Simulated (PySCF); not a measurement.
Working out the ionisation energy of Co¹⁵⁺

Co¹⁵⁺ [Ne] 3s2 (1S) → Co¹⁶⁺ [Ne] 3s1 (2S). Computed with PySCF 2.14 in an even-tempered Gaussian basis (18 s from 1.2 bohr⁻², ratio 2.5; 11 p from 1.6 bohr⁻², ratio 2.5; 5 d from 6.4 bohr⁻², ratio 2.7; 4 f from 9.6 bohr⁻², ratio 2.7), with scalar relativity by spin-free X2C-1e. Frozen: 1s2; the 19 highest virtual orbitals dropped. Energies in hartree (1 hartree = 27.21139 eV):

```csv
part,Co¹⁵⁺ (lower),Co¹⁶⁺ (upper)
UHF,-1285.702495,-1267.022750
CCSD correlation,-0.422130,-0.316098
(T),-0.002065,-0.000418
```

**Question.** What does Hartree-Fock give?

**Answer.** (-1267.022750) − (-1285.702495) = 18.679745 hartree = 508.302 eV.

**Question.** What do CCSD and CCSD(T) give?

**Answer.** The CCSD correlation energies differ by 0.106032 hartree = 2.885 eV and the triples by 0.001647 hartree = 0.045 eV, so CCSD gives 511.187 eV and CCSD(T) 511.232 eV.

A first-order spin-orbit estimate adds 0.000 eV to CCSD(T) (outer shells), giving 511.232 eV against 511.96 ± 0.06 eV (semi-empirical (NIST evaluation); NIST Atomic Spectra Database, ionization energies).

What remains against the reference includes basis incompleteness, the frozen core and higher excitations.
